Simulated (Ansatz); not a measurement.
`[Cl][Ge][Br]`, relaxed with RKS PBE0-D4/def2-TZVP in Ansatz from a PBE-D4/def2-SVP geometry. The force threshold is 0.005 eV/Å; the program also tests the step.

Charge 0, multiplicity 1.

Start:

```xyz
3

Cl    0.142    1.532   -0.952
Ge    0.072   -0.666   -0.697
Br   -0.215   -0.866    1.649
```

Question: By how much does the energy fall, and how many steps does the optimiser take? (Estimate.)

Answer: Computed: 1.36 kJ/mol, in 3 steps.

Question: Which bonds change most? (Estimate.)

Answer: The calculation gave: Cl1–Ge2 from 2.213 to 2.181 Å; Ge2–Br3 from 2.371 to 2.342 Å.

Question: Give the relaxed structure. (Best estimate.)

Answer: The calculation gave: 
```xyz
3

Cl    0.139    1.504   -0.924
Ge    0.072   -0.664   -0.697
Br   -0.211   -0.840    1.621
```
